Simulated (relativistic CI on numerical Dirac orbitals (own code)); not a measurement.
One change at a time: Zr³⁴⁺

Base calculation: Dirac-Coulomb-Breit CI, orbitals from a KLI potential per configuration, QED by a radiative potential, unscaled Slater integrals.

Configurations in the expansion (outside the closed core 1s2): 2s2 2p2, 2s 2p3, 2p4, 2p3 3s, 2p3 3p, 2p3 3d, 2s2 2p 3s, 2s2 2p 3p, 2s2 2p 3d, 2s 2p2 3s, 2s 2p2 3p, 2s 2p2 3d, 2s2 2p 4s, 2s2 2p 4p, 2s2 2p 4d, 2s2 2p 4f. Levels of other configurations are missing.

The lowest level and the first level of each name with at least 55 % of one term (blank where a level has no safe partner in the second run):

```csv
Level,Base (eV),Shift (eV)
2s2 2p2 3P_0,0.00,0.00
2s2 2p2 3P_1,81.98,0.00
2s2 2p2 1D_2,93.82,0.00
2s 2p3 5S°_2,198.00,+0.31
2s2 2p2 1S_0,211.28,+0.01
2s 2p3 3D°_2,282.25,+0.31
2s 2p3 3D°_3,304.34,+0.31
2s 2p3 3P°_0,328.79,+0.31
2s 2p3 1D°_2,346.35,+0.31
2p4 3P_2,483.61,+0.50
2p4 3P_1,571.58,+0.50
2p4 1D_2,585.34,+0.50
2s2 2p 3s 3P°_0,2557.10,+1.17
2s2 2p 3s 3P°_1,2559.16,+1.17
```

At this charge energies of transitions that change n are usually good to better than 1 %, and those within a shell (Δn = 0) to a few per cent.

Q: One thing was changed in a second run, which moved the levels as shown. Which?
A. non-relativistic limit
B. Breit term removed
C. P86 correlation estimate
D. QED terms removed
E. configuration mixing switched off

A: C. P86 correlation estimate. A correlation estimate moves all levels of a configuration together before mixing; mixed levels move by a weighted share.

LS names give the leading component of a level, which can be under half, so a name can repeat, a term be missing and a line seem to break the LS rules.
